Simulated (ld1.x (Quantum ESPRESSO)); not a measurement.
# Zn (Z = 30): variants of one TM potential

Base potential:

ld1.x (Quantum ESPRESSO) 7.5 input, shortened:

```
&input
   title='Zn', zed=30., rel=1, dft='PBE', iswitch=3,
   config='[Ar] 3d10 4s2 4p0'
 /
 &inputp
   pseudotype=2, tm=.true., lloc=0,
   nlcc=.false.
 /
3
3P  2  1   6.00   0.00  0.75  0.75  0.0
3D  3  2  10.00   0.00  1.30  1.30  0.0
3S  1  0   2.00   0.00  0.95  0.95  0.0
 &test
   configts(1)='3s2 3p6 3d10 4s2 4p0'
 /
```

Occupied shells without a wave of their own: 4s. They enter only through the test configuration that unscreens the potential.

Cutoffs, loose and tight: the cutoffs (Ry, on a coarse ladder) from which the occupation-weighted sum of valence levels, in a spherical-Bessel basis at the reference potential, stays within 10 and 1 mRy of its value at 400 Ry. They do not see the model core or the augmentation charge, which bear on the density cutoff. Test errors are all-electron minus pseudo excitation energies from the reference, over the configurations 3s2 3p6 3d10 4s1 4p0; 3s2 3p6 3d10 4s0 4p0; 3s2 3p6 3d9 4s0 4p0; 3s2 3p5 3d10 4s2 4p0; 3s2 3p6 3d9 4s2 4p1; 3s2 3p6 3d10 4s1 4p1; 3s2 3p6 3d10 4s0 4p1. A dash means not determined; rows that change the core or the reference have their own tests.

```csv
change,outcome,"cutoff, loose","cutoff, tight",bound ghosts,largest test error (meV)
base,"generated, misses its reference levels by 0.45 eV",200 Ry,over 300 Ry,none,-2284
"all radii scaled by about 0.79 (s 0.74, p 0.60, d 1.02 bohr)",generated,300 Ry,over 300 Ry,none,-469
"all radii scaled by about 0.89 (s 0.84, p 0.66, d 1.16 bohr)","generated, misses its reference levels by 0.20 eV",260 Ry,over 300 Ry,none,-1044
"all radii scaled by about 1.05 (s 1.00, p 0.78, d 1.36 bohr)","generated, misses its reference levels by 0.61 eV",200 Ry,over 300 Ry,none,-3038
"all radii scaled by about 1.15 (s 1.08, p 0.86, d 1.50 bohr)","generated, misses its reference levels by 0.91 eV",180 Ry,230 Ry,none,-4496
"all radii scaled by about 1.25 (s 1.18, p 0.94, d 1.62 bohr)","generated, misses its reference levels by 1.44 eV",160 Ry,200 Ry,none,-6974
"all radii scaled by about 1.36 (s 1.30, p 1.02, d 1.76 bohr)","generated, misses its reference levels by 2.09 eV",120 Ry,200 Ry,none,-9963
```

Reading the sweep of the scale of all radii (base = 1) (base included, trends over the rows without a ghost): The loose cutoff falls from 300 Ry at 0.79 to 120 Ry at 1.36. A larger radius leaves more room for a smooth pseudo-wave, so fewer plane waves are needed; a smaller one forces it to follow the all-electron wave where it bends sharply. The median size of the test errors (rows with all tests solved) rises from 121.0 meV at 0.79 to 2735.0 meV at 1.36. More of the atom is replaced by a form fitted at one configuration, so other configurations suffer as the radius grows.
